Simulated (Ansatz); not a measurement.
`[F][Al]([Br])[Br]` + `[OH][Al]([SH])[SH]` → `[OH][Al]([Br])[Br]` + `[F][Al]([SH])[SH]`  (redistribution)

Calculated with Ansatz (gas phase, PBE0-D4/def2-TZVP geometries, no zero-point term in ΔE). CCSD(T)/CBS adds triple-zeta CCSD(T) − MP2 to the extrapolated MP2 energy (def2 sets, frozen cores). DFT in def2-TZVPP. B3LYP here is the variant with VWN-RPA as its local correlation; programs differ in this. HSE06 is defined as in plane-wave codes. For Br outer-core shells are correlated without core-valence functions, which leaves a few kJ/mol of doubt a bond. Scalar relativity is left out up to krypton. One conformer a species, not always the lowest.

```json
{"level": "LDA (SPW92)", "ΔE (kJ/mol)": "-9.1", "difference from CCSD(T)/CBS": "-2.3"}
{"level": "revPBE-D4", "ΔE (kJ/mol)": "-7.6", "difference from CCSD(T)/CBS": "-0.8"}
{"level": "BLYP-D4", "ΔE (kJ/mol)": "-7.8", "difference from CCSD(T)/CBS": "-1.0"}
{"level": "r2SCAN-D4", "ΔE (kJ/mol)": "-8.4", "difference from CCSD(T)/CBS": "-1.6"}
{"level": "B97M-V", "ΔE (kJ/mol)": "-8.7", "difference from CCSD(T)/CBS": "-1.9"}
{"level": "B3LYP-D4", "ΔE (kJ/mol)": "-7.8", "difference from CCSD(T)/CBS": "-1.0"}
{"level": "r2SCANh-D4", "ΔE (kJ/mol)": "-8.3", "difference from CCSD(T)/CBS": "-1.5"}
{"level": "r2SCAN0-D4", "ΔE (kJ/mol)": "-8.2", "difference from CCSD(T)/CBS": "-1.4"}
{"level": "HSE06-D4", "ΔE (kJ/mol)": "-8.1", "difference from CCSD(T)/CBS": "-1.3"}
{"level": "BHLYP-D4", "ΔE (kJ/mol)": "-7.7", "difference from CCSD(T)/CBS": "-0.9"}
{"level": "CAM-B3LYP-D4", "ΔE (kJ/mol)": "-8.1", "difference from CCSD(T)/CBS": "-1.3"}
{"level": "ωB97X-V", "ΔE (kJ/mol)": "-8.4", "difference from CCSD(T)/CBS": "-1.6"}
{"level": "ωB97M-V", "ΔE (kJ/mol)": "-8.3", "difference from CCSD(T)/CBS": "-1.5"}
{"level": "B2PLYP", "ΔE (kJ/mol)": "-8.3", "difference from CCSD(T)/CBS": "-1.5"}
{"level": "PBE-QIDH", "ΔE (kJ/mol)": "-8.2", "difference from CCSD(T)/CBS": "-1.4"}
{"level": "PBE", "ΔE (kJ/mol)": "-8.8", "difference from CCSD(T)/CBS": "-2.0"}
{"level": "revPBE", "ΔE (kJ/mol)": "-8.7", "difference from CCSD(T)/CBS": "-1.9"}
{"level": "BLYP", "ΔE (kJ/mol)": "-8.7", "difference from CCSD(T)/CBS": "-1.9"}
{"level": "r2SCAN", "ΔE (kJ/mol)": "-8.5", "difference from CCSD(T)/CBS": "-1.7"}
{"level": "B3LYP", "ΔE (kJ/mol)": "-8.5", "difference from CCSD(T)/CBS": "-1.7"}
{"level": "r2SCANh", "ΔE (kJ/mol)": "-8.5", "difference from CCSD(T)/CBS": "-1.7"}
{"level": "r2SCAN0", "ΔE (kJ/mol)": "-8.4", "difference from CCSD(T)/CBS": "-1.6"}
{"level": "HSE06", "ΔE (kJ/mol)": "-8.5", "difference from CCSD(T)/CBS": "-1.7"}
{"level": "BHLYP", "ΔE (kJ/mol)": "-8.2", "difference from CCSD(T)/CBS": "-1.4"}
{"level": "CAM-B3LYP", "ΔE (kJ/mol)": "-8.6", "difference from CCSD(T)/CBS": "-1.8"}
{"level": "LC-ωPBE", "ΔE (kJ/mol)": "-8.5", "difference from CCSD(T)/CBS": "-1.7"}
{"level": "RPA@PBE/def2-TZVPP", "ΔE (kJ/mol)": "-7.7", "difference from CCSD(T)/CBS": "-0.9"}
{"level": "HF/def2-SVP", "ΔE (kJ/mol)": "-9.8", "difference from CCSD(T)/CBS": "-3.0"}
{"level": "MP2/def2-SVP", "ΔE (kJ/mol)": "-10.8", "difference from CCSD(T)/CBS": "-4.0"}
{"level": "CCSD/def2-SVP", "ΔE (kJ/mol)": "-10.3", "difference from CCSD(T)/CBS": "-3.5"}
{"level": "CCSD(T)/def2-SVP", "ΔE (kJ/mol)": "-10.3", "difference from CCSD(T)/CBS": "-3.5"}
{"level": "HF/def2-TZVPP", "ΔE (kJ/mol)": "-7.8", "difference from CCSD(T)/CBS": "-1.0"}
{"level": "SCS-MP2/def2-TZVPP", "ΔE (kJ/mol)": "-7.9", "difference from CCSD(T)/CBS": "-1.1"}
{"level": "CCSD/def2-TZVPP", "ΔE (kJ/mol)": "-7.8", "difference from CCSD(T)/CBS": "-1.0"}
{"level": "CCSD(T)/def2-TZVPP", "ΔE (kJ/mol)": "-7.8", "difference from CCSD(T)/CBS": "-1.0"}
{"level": "MP2/def2-QZVPP", "ΔE (kJ/mol)": "-7.2", "difference from CCSD(T)/CBS": "-0.4"}
{"level": "SCS-MP2/def2-QZVPP", "ΔE (kJ/mol)": "-7.1", "difference from CCSD(T)/CBS": "-0.3"}
{"level": "HF/CBS(def2)", "ΔE (kJ/mol)": "-6.9", "difference from CCSD(T)/CBS": "-0.1"}
{"level": "MP2/CBS(def2)", "ΔE (kJ/mol)": "-7.0", "difference from CCSD(T)/CBS": "-0.2"}
{"level": "CCSD/CBS(def2)", "ΔE (kJ/mol)": "-6.8", "difference from CCSD(T)/CBS": "0.0"}
{"level": "CCSD(T)/CBS", "ΔE (kJ/mol)": "-6.8", "difference from CCSD(T)/CBS": "0"}
```

Largest T1 diagnostic among the species: 0.012.

Leaving LDA and LC-ωPBE aside and taking each functional with its dispersion term where it has one, the values spread over 1.0 kJ/mol, from B97M-V to revPBE-D4. At CCSD(T), def2-SVP lies −3.5 kJ/mol from the extrapolated value and def2-TZVPP −1.0 kJ/mol.
